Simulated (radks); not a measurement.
Values are calculated unless marked as measured or tabulated.
Task: Orbital eigenvalues (eV) of the cadmium ion Cd3+, [Kr] 4d9, of relativity; Dirac values are averaged over j with weights 2j + 1. Spin-unpolarised spherical Kohn-Sham, LDA (Slater exchange, Perdew-Wang correlation), point nucleus unless stated (finite: rms radius 4.6087 fm), a radial shooting solver on a logarithmic mesh with Libxc functionals. A level marked "c x" has the speed of light scaled by that factor and shares open shells by 2j + 1; other Dirac levels either fill j = l - 1/2 first or share by 2j + 1.

shell  non-rel.
1s       -25655
2s      -3759.3
2p      -3509.1
3s      -726.41
3p      -624.58
3d      -435.42
4s      -132.97
4p      -100.11
4d      -46.610

Give the values at the level "Dirac, c x 5".

Result: 
shell  Dirac, c x 5  change of magnitude (%)
1s           -25687                    +0.13
2s          -3767.1                    +0.21
2p          -3511.3                    +0.07
3s          -727.97                    +0.21
3p          -625.06                    +0.08
3d          -435.20                    -0.05
4s          -133.28                    +0.23
4p          -100.19                    +0.09
4d          -46.587                    -0.05
